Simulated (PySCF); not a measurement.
CH4OSSe. Atoms are numbered in the order given.

```xyz
8

Se    -0.4391    -0.1237     0.7564
O     -1.6814     1.0685     0.0900
H     -1.4508     1.9267     0.5022
S      1.3326     0.1359    -0.5061
C      0.9636    -0.8743    -1.9922
H      0.7974    -1.9333    -1.7189
H      1.8524    -0.7955    -2.6507
H      0.0799    -0.4680    -2.5186
```

Geometry: PBE-D3(BJ)/def2-SVP. The structure was generated by enumeration, and PubChem lists no compound with its InChIKey, so it may never have been made. Other conformers were not sampled.

Calculation: PBE-D3(BJ)/def2-SVP in PySCF.

Frequencies are harmonic and unscaled.

```tsv
mode	ν (cm⁻¹)	IR (km/mol)	moving atoms (share of kinetic energy)
1	99	2.8	O 40 %, C 26 %, H 23 %
2	126	0.2	H 91 %
3	195	5.2	S 25 %, C 23 %, O 23 %, H 16 %, Se 12 %
4	218	1.7	S 23 %, O 21 %, Se 20 %, H 19 %, C 17 %
5	385	17.4	S 67 %, Se 29 %
6	413	89.7	H 87 %, O 9 %
7	592	67.9	O 81 %, Se 17 %
8	670	2.5	C 57 %, S 30 %, H 12 %
9	918	3.2	H 82 %, C 16 %
10	921	7.3	H 78 %, C 18 %
11	1048	48.8	H 94 %
12	1263	3.8	H 86 %, C 14 %
13	1381	11.4	H 96 %
14	1398	9.5	H 95 %
15	2978	12.5	H 98 %
16	3090	1.1	H 90 %, C 10 %
17	3108	1.6	H 90 %, C 10 %
18	3657	68.7	H 94 %
```
